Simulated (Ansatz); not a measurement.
C$_{2}$H$_{7}$NOZn (`C[N](C)[Zn][OH]`), relaxed with RKS PBE-D4/def2-SVP in Ansatz from a rough embedded geometry. The force threshold is 0.03 eV/Å; the program also tests the step.

Total charge 0; spin multiplicity 1.

Start:

```xyz
12

C     0.159   -0.454   -1.311
N     0.464    0.607   -0.347
C     1.142    0.007    0.764
Zn   -1.193    1.469    0.362
O    -2.274    0.924    0.906
H    -0.399    0.099   -2.188
H     1.049   -0.901   -1.701
H    -0.556   -1.159   -0.870
H     0.441   -0.781    1.291
H     1.364    0.759    1.543
H     2.072   -0.501    0.461
H    -2.269   -0.070    1.090
```

**Question.** By how much does the energy fall, and how many steps does the optimiser take? (Estimate.)

**Answer.** Computed: 7.24 eV, in 13 steps.

**Question.** Which bonds change most? (Estimate.)

**Answer.** Ansatz gave: Zn4–O5 from 1.327 to 1.782 Å; N2–Zn4 from 1.998 to 1.821 Å; C1–H6 from 1.177 to 1.110 Å; C3–H9 from 1.179 to 1.123 Å.

**Question.** Give the relaxed structure. (Best estimate.)

**Answer.** Ansatz gave: 
```xyz
12

C     0.285   -0.545   -1.391
N     0.214    0.156   -0.130
C     1.311   -0.155    0.757
Zn   -1.372    0.776    0.514
O    -2.829    1.653    1.049
H    -0.551   -0.257   -2.063
H     1.234   -0.302   -1.935
H     0.263   -1.664   -1.296
H     1.379   -1.240    1.040
H     1.245    0.425    1.701
H     2.294    0.102    0.288
H    -3.473    1.052    1.466
```
